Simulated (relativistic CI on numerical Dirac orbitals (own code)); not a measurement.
**Level scheme of Nb+**

These numbers are calculated, not measured: Dirac-Coulomb-Breit CI, KLI orbitals optimised for each configuration, model QED, valence Slater integrals scaled by 0.85, P86 correlation estimate, and configurations built on the next ion tied to the tabulated ionisation energy (semi-empirical) (own radial code, finite nucleus).

Configuration list (outside the closed core [Kr]): 4d⁴, 4d³5s, 4d³5p, 4d²5s5p, 4d³5d, 4d³6s, 4d³4f, 4d³5f, 4d²5s², 4d³6p, 4d³6d, 4d²5s6s, 4d²5p², 4d³5g, 4d²4f², 4d³6f, 4d³6g, 4d²4f5s. Levels of other configurations are missing.

```csv
No.,Configuration,Term,J,E (cm⁻¹),%,Next component (%),Landé g
41,4d⁴,¹F,3,21240.2,81,16 4d³5s ¹F,1.002
42,4d³5s,³G,5,21278.8,78,13 4d⁴ ³G,1.187
43,4d³5s,³G,4,21297.5,32,29 ¹G,1.006
44,4d³5s,³H,4,23125.2,83,6 ³G,0.832
45,4d³5s,³H,5,23211.0,90,7 ³G,1.046
46,4d³5s,³H,6,23337.7,97,3 4d⁴ ³H,1.167
47,4d²5s²‡,³F,2,23714.7,48,35 4d⁴ ³F,0.677
48,4d²5s²‡,³F,3,24171.0,43,37 4d⁴ ³F,1.088
49,4d³5s,³D,1,24662.9,63,13 4d⁴ ³D,0.690
50,4d⁴,³F,4,24663.5,43,38 4d²5s² ³F,1.249
51,4d³5s,³D,2,25112.2,69,13 4d⁴ ³D,1.206
52,4d³5s,³P,0,25387.9,59,37 4d⁴ ³P,
53,4d³5s,³D,3,25613.2,82,14 4d⁴ ³D,1.327
54,4d³5s,³P,1,25774.7,49,32 4d⁴ ³P,1.335
55,4d³5s,³P,2,26349.0,45,36 4d⁴ ³P,1.449
56,4d³5s,¹H,5,27606.0,97,2 4d²5p² ¹H,1.001
57,4d³5s,¹P,1,27648.7,89,5 ³D,0.986
58,4d³5s,¹D,2,29214.9,35,19 4d⁴ ¹D,0.916
59,4d⁴,³F,3,30005.7,52,31 4d³5s ³F,1.083
60,4d⁴,³F,2,30070.1,40,21 4d³5s ³F,0.760
61,4d⁴,³F,4,30155.5,45,38 4d³5s ³F,1.249
62,4d³5s,³P,2,32196.4,50,43 4d⁴ ³P,1.493
63,4d⁴,³P,1,32487.7,48,45 4d³5s ³P,1.494
64,4d⁴,³P,0,32560.4,51,43 4d³5s ³P,
65,4d⁴,¹G,4,33742.9,72,23 4d³5s ¹G,1.006
66,4d³5s,³F,2,33745.1,61,23 4d²5s² ³F,0.684
67,4d³5s,³F,3,33962.1,58,30 4d²5s² ³F,1.084
68,4d³5s,³F,4,34230.5,49,36 4d²5s² ³F,1.246
69,4d²5s²‡,¹D,2,35339.6,44,34 4d⁴ ¹D,0.992
70,4d³5p,⁵G°,2,37219.7,96,2 ³F°,0.341
71,4d³5p,⁵G°,3,37715.8,97,1 ³F°,0.919
72,4d³5p,⁵G°,4,38348.0,98,1 4d²5s5p ⁵G°,1.151
73,4d³5s,¹F,3,38594.3,80,16 4d⁴ ¹F,1.003
74,4d³5p,³D°,1,38930.1,63,29 ⁵F°,0.356
75,4d³5p,⁵G°,5,39102.8,98,1 4d²5s5p ⁵G°,1.267
76,4d²5s²‡,³P,0,39336.6,78,10 4d³5s ³P,
77,4d³5p,³D°,2,39494.2,54,35 ⁵F°,1.112
78,4d²5s²‡,³P,1,39628.1,79,10 4d³5s ³P,1.501
79,4d³5p,⁵G°,6,39978.3,98,1 4d²5s5p ⁵G°,1.333
80,4d²5s²‡,³P,2,40119.8,78,10 4d³5s ³P,1.490
81,4d³5p,⁵F°,1,40254.2,61,29 ³D°,0.178
82,4d³5p,⁵F°,3,40302.2,65,23 ³D°,1.277
83,4d³5p,⁵F°,2,40492.3,55,31 ³D°,1.071
84,4d³5p,⁵F°,4,40972.8,88,8 4d²5s5p ⁵F°,1.341
85,4d³5p,³D°,3,41009.5,50,25 ⁵F°,1.328
86,4d³5p,⁵D°,0,41116.6,94,5 4d²5s5p ⁵D°,
87,4d³5p,⁵D°,1,41283.5,91,5 4d²5s5p ⁵D°,1.470
88,4d³5p,⁵F°,5,41499.6,84,7 ³G°,1.384
89,4d³5p,⁵D°,2,41581.3,87,7 ³D°,1.472
90,4d²5s²‡,¹G,4,41715.0,85,6 4d⁴ ¹G,1.000
91,4d³5p,⁵D°,3,41978.7,75,19 ³D°,1.464
92,4d³5p,⁵D°,4,42075.5,90,5 4d²5s5p ⁵D°,1.491
93,4d³5s,³D,3,42774.9,97,1 ¹F,1.331
94,4d³5s,³D,2,42871.8,97,1 4d²5p² ³D,1.164
95,4d³5s,³D,1,42974.3,99,1 4d²5p² ³D,0.499
96,4d³5p,³G°,3,43164.9,94,4 4d²5s5p ³G°,0.756
97,4d³5p,³F°,2,43243.5,82,10 4d²5s5p ³F°,0.683
98,4d³5p,¹S°,0,43531.8,66,20 4d²5s5p ¹S°,
99,4d³5p,³G°,4,43707.3,90,4 4d²5s5p ³G°,1.056
100,4d³5p,³F°,3,43953.0,85,10 4d²5s5p ³F°,1.090
101,4d³5p,³G°,5,44349.0,84,7 ⁵F°,1.209
102,4d⁴,¹D,2,44541.1,46,26 4d³5s ¹D,1.005
103,4d³5p,³F°,4,44698.3,86,9 4d²5s5p ³F°,1.255
104,4d³5p,³P°,2,46044.4,46,19 ¹D°,1.320
105,4d³5p,³P°,1,46303.7,36,35 ⁵D°,1.346
106,4d²5s5p‡,⁵G°,2,46422.9,93,3 ³F°,0.365
107,4d³5p,⁵D°,0,46603.8,58,22 ³P°,
108,4d²5s5p‡,⁵G°,3,46988.1,95,2 ³F°,0.925
109,4d³5p,⁵D°,2,47211.6,42,25 ¹D°,1.286
110,4d³5p,³H°,4,47326.2,92,3 ³G°,0.812
```

Energies count from the lowest computed level; ° marks odd parity. ‡ marks configurations that were not tied to measured data.

The mean weight of the leading LS term, summed over parents, in these 70 levels is 71 %, and that of the leading jj configuration (from the same eigenvectors) 44 %, so LS coupling describes them better.

Configurations that consist of the next ion and one excited electron were tied to the tabulated ionisation energy; Rydberg ones are usually within 1,000 to 3,000 cm⁻¹ and the lowest ones within about 6,000 (9,000 in d shells), while levels on excited terms of the next ion carry the error of that term, and the other configurations can be misplaced by 10,000 cm⁻¹ or more. Rates follow the energies as ν³ (E1, M1) or ν⁵ (E2), so rates, branching and lifetimes can be off by large factors. The fine structure of a lone outer electron comes out too small, for d and f at times inverted, and misplaced configurations move strength between like terms. 30 of the 33 excited levels that our extract of the measured tables holds in this range could be paired (the sources list more); they are missed by 3393 cm⁻¹ on average and 5491 at most, and levels without a partner can miss by more.

LS names give the leading component of a level, which can be under half, so a name can repeat, a term be missing and a line seem to break the LS rules.
